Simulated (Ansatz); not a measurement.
```yaml
crystal:
  periodic: [false, false, false]
  atoms:
    - {symbol: Si, position_ang: [-0.422816, 0.294533, -0.128072]}
    - {symbol: B, position_ang: [0.508843, -0.318381, 0.329893]}
    - {symbol: I, position_ang: [1.393760, -1.036920, -0.529755]}
    - {symbol: H, position_ang: [-1.146425, -0.322999, -0.525672]}
    - {symbol: H, position_ang: [-0.116392, 1.005287, -0.746935]}
    - {symbol: H, position_ang: [-0.873289, 0.758182, 0.487601]}
    - {symbol: H, position_ang: [0.849908, -0.376871, 1.009841]}
basis:
  gaussian: {orbitals: def2-SVP}
hamiltonian: {xc: {name: r2SCAN}, dispersion: d3bjatm}
accuracy: high
```

```sh
$ ansatz run in.yaml --threads 2 --pin off --events-out ev --progress --plain --max-ram 4352MiB
```

Output, abridged:

```
Functional definition: r2SCAN
1778 factors; integrals over basis functions are off by at most 3.5e-9 eV
mean field evaluation 1: about -16636.8434 eV, gradient 1.0e2 eV
mean field evaluation 2: about -16546.6583 eV, gradient 1.8e2 eV
mean field evaluation 4: about -16666.1880 eV, gradient 5.0e0 eV
mean field evaluation 8: about -16666.2601 eV, gradient 6.8e-2 eV
mean field evaluation 16: about -16666.2601 eV, gradient 7.4e-6 eV
mean field -16666.26009489 eV, -612.4737616902 hartree, gradient 7.2e-8 eV, S^2 0.000000; 0 other end points of the search recorded, 0 dependent functions left out
reference -16666.26009549 eV, -612.4737617123 hartree; 24, 24 occupied and 54, 54 virtual orbitals, 1778 factors
Total energy: -16666.30755310 eV, -612.4755057475 hartree
```

Question: What is wrong with this run?

Answer: The geometry is squeezed to about two thirds of its size. Self-consistency was reached. The result belongs to that input, not to the molecule as meant.
